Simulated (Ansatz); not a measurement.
Program: Ansatz. Geometries: PBE0-D4/def2-TZVP. ΔE: electronic, gas phase. CCSD(T)/CBS adds triple-zeta CCSD(T) − MP2 to the extrapolated MP2 energy (def2 sets, frozen cores). This one scheme is used for every species, atoms too. DFT in def2-TZVPP. Open shells (•) are unrestricted, without spin–orbit coupling. Spin–orbit coupling would lower the free atoms: a little for Cl. Elements past krypton have def2 core potentials. For Sn outer-core shells are correlated without core-valence functions, so the limit isn't a true one: a few kJ/mol of doubt a bond, and 10 to 20 or more in all where bonds break to atoms. Each species was taken in one conformer, which may not be the lowest.

Reaction (hydrogen abstraction from the Sn–H bond): `[OH][SnH]([OH])[Cl]` + Cl• → `[OH][Sn]([OH])[Cl]`• + HCl

| species | BLYP-D4 energy (Eh) |
| --- | --- |
| `[OH][SnH]([OH])[Cl]` | -826.84804 |
| Cl• | -460.15035 |
| `[OH][Sn]([OH])[Cl]`• | -826.24388 |
| HCl | -460.81454 |

(1) Work out ΔE.

(2) What do rigid-rotor, harmonic-oscillator terms from PBE0-D4/def2-TZVP frequencies (298.15 K, 1 bar) make of the CCSD(T)/CBS value? (An estimate is asked.)

Largest T1 diagnostic among the species: 0.018.

## Answers

(1) ΔE = (-826.24388) + (-460.81454) − (-826.84804) − (-460.15035) = -0.06003 Eh = -157.6 kJ/mol. CCSD(T)/CBS gives -123.9 kJ/mol.

(2) Computed: ΔZPE = -2.2 kJ/mol, ΔH = -124.3 kJ/mol, ΔS = 22 J/(mol·K), ΔG = -130.9 kJ/mol. Open shells count their whole term as degenerate.

In def2-TZVPP, CCSD(T) changes the Hartree–Fock value by −46.6 kJ/mol (the triples alone add −6.8 kJ/mol) and MP2 by −57.7 kJ/mol. From BLYP to BHLYP (50 % exact exchange), in def2-TZVPP and without D4, ΔE moves by +43.3 kJ/mol.
